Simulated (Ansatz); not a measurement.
Compare A (`O[SiH2][S][GeH3]`) with its isomer B (`[SiH3][O][GeH2][SH]`).

Computed with Ansatz on PBE0-D4/def2-TZVP structures; ΔE is electronic, products minus reactants. CCSD(T)/CBS is the MP2 limit (def2-TZVPP, def2-QZVPP) plus CCSD(T) − MP2 in def2-TZVPP, frozen cores. DFT in def2-TZVPP. B3LYP here is the variant with VWN-RPA as its local correlation; programs differ in this. For Ge outer-core shells are correlated without core-valence functions, which leaves a few kJ/mol of doubt a bond. Scalar relativity is left out up to krypton. Each species was taken in one conformer, which may not be the lowest.

Problem. Which isomer does CCSD(T)/CBS put lower? Give the gap. (Estimate.)

Solution. Computed: A, by 6.2 kcal/mol.

Problem. Give E(B) − E(A) in kcal/mol with B2PLYP, MP2/def2-TZVPP, ωB97M-V, r2SCAN-D4, B3LYP, PBE0-D4, B3LYP-D4. (Estimate.)

Solution. The calculation gave: B2PLYP 4.7, MP2/def2-TZVPP 5.5, ωB97M-V 6.3, r2SCAN-D4 6.9, B3LYP 4.9, PBE0-D4 8.2, B3LYP-D4 5.1. None reverses the order clearly.

Largest T1 diagnostic: 0.012.

In def2-TZVPP, CCSD(T) changes the Hartree–Fock value by +3.1 kcal/mol (the triples alone add +0.5 kcal/mol) and MP2 by +4.0 kcal/mol.
